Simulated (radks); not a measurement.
Problem. Radial electron density D(r) = 4 pi r^2 rho(r) of an atom or ion with 61 electrons. Calculated with a radial shooting solver on a logarithmic mesh with Libxc functionals: scalar-relativistic Kohn-Sham, LDA (Slater exchange, Perdew-Wang correlation), spin-polarised, spherical densities, point nucleus.

```
   r/bohr * D(r) (the largest magnitude, 111, reaches the edge; | marks zero)
 0.003703 |             *
 0.004276 |                *
 0.004899 |                   *
 0.005658 |                      *
 0.006482 |                         *
 0.007486 |                             *
 0.008577 |                                *
 0.009905 |                                    *
  0.01135 |                                      *
  0.01311 |                                        *
  0.01501 |                                        *
   0.0172 |                                        *
  0.01987 |                                       *
  0.02276 |                                      *
  0.02629 |                                    *
  0.03012 |                                    *
  0.03478 |                                     *
  0.03985 |                                        *
  0.04602 |                                            *
  0.05272 |                                                 *
  0.06089 |                                                     *
  0.06976 |                                                      *
  0.08056 |                                                    *
   0.0923 |                                                *
   0.1066 |                                           *
   0.1221 |                                        *
    0.141 |                                         *
   0.1616 |                                            *
   0.1866 |                                               *
   0.2138 |                                              *
   0.2469 |                                       *
   0.2829 |                              *
   0.3241 |                      *
   0.3743 |                   *
   0.4288 |                    *
   0.4952 |                      *
   0.5674 |                      *
   0.6553 |                   *
   0.7507 |              *
    0.867 |          *
   0.9933 |       *
    1.147 |     *
    1.314 |    *
    1.518 |   *
    1.739 |  *
    2.008 | *
    2.301 |*
    2.657 |*
    3.044 *
    3.516 *
    4.028 *
    4.652 *
     5.33 *
```

What is the nuclear charge?

Solution. Z = 63. The innermost maximum, from 1s, lies near gamma/Z bohr with gamma = sqrt(1 - (Z/c)^2) = 0.888, here 0.0141 bohr (found: 0.0155), and its height grows with Z. The density is that of the europium ion Eu2+ in [Xe] 4f7; the configuration itself is not fixed sharply by these data, and Z only to a few units. D(r) has 4 maxima, at r = 0.0155, 0.0687, 0.193, 0.528 bohr, and minima at 0.0296, 0.126, 0.380 bohr, inside which lie 1.94, 11.12, 29.27 electrons.
